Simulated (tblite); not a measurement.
Species: C6H12GeOSi.
Atom-mapped SMILES: `[CH3:1][CH2:2][C:3]1=[C:4]([GeH2:5][CH:6]=[O:7])[CH2:8][SiH2:9]1` (hydrogens: H10, H11, H12 on C1; H13, H14 on C2; H15, H16 on Ge5; H17 on C6; H18, H19 on C8; H20, H21 on Si9)

Computed with GFN2-xTB (tblite), gas phase: L-BFGS steps from a force-field or distance-geometry start until the largest atomic force falls under 0.01 eV/Å.

Step 89: E = -723.2564 eV
```
atom  x, y, z in Å  |  force x, y, z in eV/Å
C1     -1.8610   -1.1685    1.0863   -0.005   0.010   0.013
C2     -1.2679   -0.9758   -0.3102   -0.014  -0.019   0.006
C3     -0.6765    0.3862   -0.4384   -0.002  -0.018  -0.004
C4      0.5644    0.7773   -0.1084   -0.010   0.003   0.008
Ge5     2.0651   -0.2700    0.5805    0.000  -0.012  -0.014
C6      2.1968   -2.0442   -0.3298    0.005  -0.011  -0.022
O7      2.7739   -2.2120   -1.3692   -0.013  -0.005   0.049
C8      0.6007    2.2655   -0.3803   -0.002   0.012   0.010
Si9    -1.2267    2.1213   -0.9654   -0.007  -0.008   0.004
H10    -2.2785   -2.1675    1.1936    0.001   0.014  -0.010
H11    -1.0883   -1.0298    1.8423   -0.006  -0.004  -0.020
H12    -2.6491   -0.4391    1.2637    0.005  -0.010  -0.004
H13    -0.4828   -1.7255   -0.4738   -0.025   0.014  -0.003
H14    -2.0499   -1.1243   -1.0594    0.039   0.011   0.004
H15     3.3320    0.5119    0.3783    0.003  -0.012  -0.010
H16     1.9176   -0.5106    2.0682    0.004  -0.006  -0.016
H17     1.6659   -2.8976    0.1473    0.031   0.019   0.006
H18     1.3505    2.5489   -1.1178   -0.007  -0.008  -0.008
H19     0.7867    2.8513    0.5186    0.005   0.019   0.013
H20    -1.4572    2.3268   -2.3937   -0.012   0.011   0.011
H21    -2.2245    2.7925   -0.1328    0.010   0.000  -0.015
```

Step 90: E = -723.2568 eV
```
atom  x, y, z in Å  |  force x, y, z in eV/Å
C1     -1.8645   -1.1694    1.0847    0.003   0.015   0.009
C2     -1.2658   -0.9763   -0.3094   -0.018  -0.014  -0.005
C3     -0.6759    0.3866   -0.4369    0.002  -0.012   0.000
C4      0.5652    0.7783   -0.1090    0.001   0.004  -0.004
Ge5     2.0678   -0.2700    0.5757    0.000   0.006  -0.014
C6      2.1987   -2.0468   -0.3284    0.003  -0.013  -0.024
O7      2.7761   -2.2195   -1.3668   -0.019  -0.007   0.057
C8      0.6006    2.2668   -0.3800   -0.010   0.010   0.011
Si9    -1.2276    2.1224   -0.9628   -0.014  -0.015   0.010
H10    -2.2838   -2.1680    1.1893   -0.002   0.020  -0.008
H11    -1.0944   -1.0322    1.8433    0.002  -0.007  -0.013
H12    -2.6510   -0.4378    1.2605    0.000  -0.017  -0.009
H13    -0.4794   -1.7258   -0.4709   -0.036   0.025   0.001
H14    -2.0452   -1.1240   -1.0615    0.040   0.002   0.005
H15     3.3362    0.5101    0.3714   -0.005  -0.014  -0.009
H16     1.9183   -0.5051    2.0635    0.010  -0.011  -0.008
H17     1.6666   -2.8970    0.1533    0.035   0.017  -0.003
H18     1.3499    2.5526   -1.1172   -0.009  -0.013  -0.005
H19     0.7854    2.8517    0.5198    0.009   0.020   0.013
H20    -1.4618    2.3258   -2.3911   -0.010   0.012   0.019
H21    -2.2242    2.7944   -0.1280    0.019  -0.007  -0.024
```

**Question.** Estimate the geometry and energy of step 91. (The exact step hangs on the optimiser's Hessian estimate; all steps are aligned on step 90, rigid shifts and turns removed.)

**Answer.** E = -723.2573 eV, largest force 0.060 eV/Å
```
atom  x, y, z in Å  |  force x, y, z in eV/Å
C1     -1.8706   -1.1705    1.0820    0.013   0.020  -0.005
C2     -1.2623   -0.9773   -0.3081   -0.016   0.002  -0.017
C3     -0.6748    0.3869   -0.4349    0.007   0.001   0.010
C4      0.5663    0.7799   -0.1089    0.015   0.006  -0.014
Ge5     2.0719   -0.2695    0.5691    0.003   0.028  -0.012
C6      2.2002   -2.0504   -0.3258    0.000  -0.010  -0.019
O7      2.7792   -2.2307   -1.3619   -0.020  -0.012   0.055
C8      0.6004    2.2690   -0.3789   -0.020   0.006   0.009
Si9    -1.2287    2.1233   -0.9589   -0.022  -0.023   0.014
H10    -2.2933   -2.1681    1.1817   -0.005   0.025  -0.004
H11    -1.1049   -1.0365    1.8450    0.013  -0.011  -0.004
H12    -2.6544   -0.4355    1.2547   -0.010  -0.023  -0.014
H13    -0.4732   -1.7253   -0.4650   -0.044   0.029   0.006
H14    -2.0359   -1.1250   -1.0659    0.030  -0.011   0.005
H15     3.3416    0.5079    0.3583   -0.015  -0.017  -0.007
H16     1.9245   -0.4977    2.0577    0.015  -0.015  -0.001
H17     1.6657   -2.8958    0.1616    0.036   0.010  -0.009
H18     1.3486    2.5568   -1.1166   -0.012  -0.017  -0.001
H19     0.7837    2.8542    0.5211    0.014   0.013   0.010
H20    -1.4700    2.3259   -2.3865   -0.005   0.012   0.025
H21    -2.2228    2.7954   -0.1203    0.022  -0.011  -0.029
```

The energy changes by -0.0005 eV. The first-order estimate −F·Δx gives -0.0007 eV and the mean of the old and new forces, exact on a quadratic surface, -0.0005 eV. The step makes an angle of 82° with the force vector and moves no atom by more than 0.014 Å.

The cost below is that of the whole relaxation. The run took 4.1 s wall on one thread of an Arm Neoverse N1, on a shared host.
